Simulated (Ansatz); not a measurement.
`[SiH3]OC[TeH]`, charge 0, multiplicity 1.

Q: Give a relaxed structure at PBE0-D4/def2-TZVP (the Gaussian-basis code of Ansatz). (Estimate.)

A: Ansatz gave: 
```xyz
10

Si    0.7474   -0.2856   -1.2934
O    -0.4559    0.6747   -0.6920
C    -0.7118    0.8539    0.6592
Te   -1.5449   -0.8629    1.7044
H     0.8852    0.0970   -2.7160
H     0.4120   -1.7266   -1.1726
H     2.0100   -0.0237   -0.5473
H    -1.4700    1.6283    0.7733
H     0.1813    1.1386    1.2218
H    -0.0535   -1.4938    2.0626
```
This is one stationary point; other conformers may exist.
